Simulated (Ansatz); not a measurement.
`[F][Ti]([F])([F])[Br]` and `[OH][Ti]([F])([F])[Br]` differ in one atom or group.

Ansatz, PBE0-D4/def2-TZVP geometries, multiplicity 1. Each molecule was computed in one conformer, which needn't be the lowest.

Scalar relativity is left out up to krypton. Spin–orbit coupling is left out; it splits and shifts lone-pair levels of the heavy atoms by tenths of an eV.

| property | `[F][Ti]([F])([F])[Br]` |
| --- | --- |
| HOMO–LUMO gap (B3LYP/def2-TZVPP) / eV | 5.54 |
| LUMO energy (ωB97M-V/def2-TZVPP) / eV | -1.11 |
| HOMO–LUMO gap (PBE0/def2-TZVPP) / eV | 6.08 |
| LUMO energy (PBE0/def2-TZVPP) / eV | -3.37 |
| ideal-gas entropy at 298 K and 1 bar (rigid rotor, harmonic PBE0-D4/def2-TZVP) / J/(mol·K) | 341 |
| size of the dipole moment (ωB97M-V/def2-TZVPP) / D | 0.14 |

(1) Give the same properties after the change, and the shifts. (Best estimate.)

## Answers

(1) Computed: 
```
                                                                                  property  `[OH][Ti]([F])([F])[Br]`  shift
                                                     HOMO–LUMO gap (B3LYP/def2-TZVPP) / eV                      5.47  -0.07
                                                     LUMO energy (ωB97M-V/def2-TZVPP) / eV                     -0.68   0.43
                                                      HOMO–LUMO gap (PBE0/def2-TZVPP) / eV                      6.01  -0.07
                                                        LUMO energy (PBE0/def2-TZVPP) / eV                     -2.91   0.46
ideal-gas entropy at 298 K and 1 bar (rigid rotor, harmonic PBE0-D4/def2-TZVP) / J/(mol·K)                       366     25
                                        size of the dipole moment (ωB97M-V/def2-TZVPP) / D                      2.53   2.39
```

With PBE0 the HOMO rises by 0.51 eV and the LUMO rises by 0.46 eV, so the gap narrows by about 0.05 eV. PBE moves the HOMO by 0.51 eV and ωB97M-V by 0.51 eV. The zero-point energy changes by 26.5 kJ/mol with +3 modes. Dipoles are sizes alone; their direction can turn.

B3LYP here is the variant with VWN-RPA as its local correlation; programs differ in this.
